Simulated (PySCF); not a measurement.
CH2NO (SMILES N=C=[OH+]), charge +1, singlet, at a GFN2-xTB geometry; HF/def2-SVP (PySCF).

The PySCF input:
```python
from pyscf import gto, scf

mol = gto.Mole()
mol.atom = '''
    N     1.18874927    0.15829416   -0.12157682
    C     0.05512111    0.00360056    0.00911828
    O    -1.14118668   -0.13168215    0.03669285
    H     2.16316119    0.30916223   -0.30455341
    H    -1.68563930   -0.38536750    0.80733869
'''
mol.basis = 'def2-svp'
mol.charge = 1
mol.verbose = 4
mol.build()

mf = scf.RHF(mol)
mf.kernel()
mf.analyze()
```

The log (banner, timings and long lists left out):

```
PySCF version 2.14.0

[INPUT] verbose = 4
[INPUT] num. atoms = 5
[INPUT] num. electrons = 22
[INPUT] charge = 1
[INPUT] spin (= nelec alpha-beta = 2S) = 0
[INPUT] symmetry False subgroup None
[INPUT] Mole.unit = angstrom
[INPUT] Symbol           X                Y                Z      unit          X                Y                Z       unit  Magmom
[...]
nuclear repulsion = 66.7115069285152
number of shells = 24
number of NR pGTOs = 86
number of NR cGTOs = 52
basis = def2-svp
ecp = {}

******** <class 'pyscf.scf.hf.RHF'> ********
method = RHF
initial guess = minao
damping factor = 0
level_shift factor = 0
DIIS = <class 'pyscf.scf.diis.CDIIS'>
diis_start_cycle = 1
diis_space = 8
diis_damp = 0
SCF conv_tol = 1e-09
SCF conv_tol_grad = None
SCF max_cycles = 50
direct_scf = True
direct_scf_tol = 1e-13
Set gradient conv threshold to 3.16228e-05
Initial guess from minao.
init E= -168.998530257094
[...]
cycle= 1 E= -167.822948583735  delta_E= 1.18  |g|= 0.553  |ddm|= 2.37
[...]
cycle= 2 E= -167.888438723863  delta_E= -0.0655  |g|= 0.23  |ddm|= 0.59
[...]
cycle= 3 E= -167.898887686617  delta_E= -0.0104  |g|= 0.067  |ddm|= 0.23
[...]
cycle= 4 E= -167.899882872213  delta_E= -0.000995  |g|= 0.0213  |ddm|= 0.0615
[...]
cycle= 5 E= -167.899988478178  delta_E= -0.000106  |g|= 0.00508  |ddm|= 0.0177
[...]
cycle= 6 E= -167.899998038044  delta_E= -9.56e-06  |g|= 0.00255  |ddm|= 0.00565
[...]
cycle= 7 E= -167.900001255341  delta_E= -3.22e-06  |g|= 0.000864  |ddm|= 0.00328
[...]
cycle= 8 E= -167.900002138557  delta_E= -8.83e-07  |g|= 0.000357  |ddm|= 0.00197
[...]
cycle= 9 E= -167.90000233468  delta_E= -1.96e-07  |g|= 9.65e-05  |ddm|= 0.00117
[...]
cycle= 10 E= -167.900002344067  delta_E= -9.39e-09  |g|= 1.55e-05  |ddm|= 0.000273
[...]
cycle= 11 E= -167.900002344213  delta_E= -1.46e-10  |g|= 2.77e-06  |ddm|= 3.26e-05
[...]
Extra cycle  E= -167.900002344215  delta_E= -2.27e-12  |g|= 1.14e-06  |ddm|= 3.29e-06
converged SCF energy = -167.900002344215
**** SCF Summaries ****
Total Energy =                        -167.900002344215125
Nuclear Repulsion Energy =              66.711506928515220
One-electron Energy =                 -353.868214953631707
Two-electron Energy =                  119.256705680901376
Two-electron Coulomb Energy =          139.667815359917967
DFT Exchange-Correlation Energy =      -20.411109679016590
HOMO-LUMO gap [eV] =                    18.506870481906123
**** MO energy ****
[...]
 ** Mulliken pop on meta-lowdin orthogonal AOs  **
 ** Mulliken pop  **
 ** Mulliken atomic charges  **
charge of    0N =     -0.16896
charge of    1C =      0.67029
charge of    2O =     -0.31551
charge of    3H =      0.36379
charge of    4H =      0.45040

WARN: System has nonzero charge 1; the dipole moment is origin-dependent.
Location of origin: [0. 0. 0.]

Dipole moment(X, Y, Z, Debye):  0.61554, -0.32000,  1.52320
```
